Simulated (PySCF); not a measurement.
Zr(H)3(SH) (H₄SZr), SMILES [SH][ZrH3], multiplicity 1. Heavy atoms are numbered as in [ZrH3:1][SH:5]. Hydrogens are named by the atom that carries them.

Geometry optimised at PBE0-D3(BJ)/def2-TZVP. The multiplicity is an assumed one; other spin states were not compared. The def2 effective core potentials stand for the cores of Zr; spin–orbit coupling is left out.

The numbers are results of r2SCAN/def2-TZVPD run with PySCF, not measurements.

Mulliken values depend strongly on the basis, most of all with diffuse functions as here. ESP charges are fitted to the potential on shells at 1.4 to 2.0 van der Waals radii. Atomic charges (e), one atom of each kind:

```json
[
 {"atom": "Zr1 (ZrH3)", "ESP fit": "…", "Mulliken": "0.78"},
 {"atom": "H on Zr1", "ESP fit": "…", "Mulliken": "-0.15"},
 {"atom": "S5 (SH)", "ESP fit": "…", "Mulliken": "-0.58"},
 {"atom": "H on S5", "ESP fit": "…", "Mulliken": "0.29"}
]
```

Q: Fill in the missing entries. (The exact figures need the calculation; the answer reports its results.)

A: 
- Zr1 (ZrH3), ESP fit: 1.10
- H on Zr1, ESP fit: -0.29
- S5 (SH), ESP fit: -0.35
- H on S5, ESP fit: 0.13
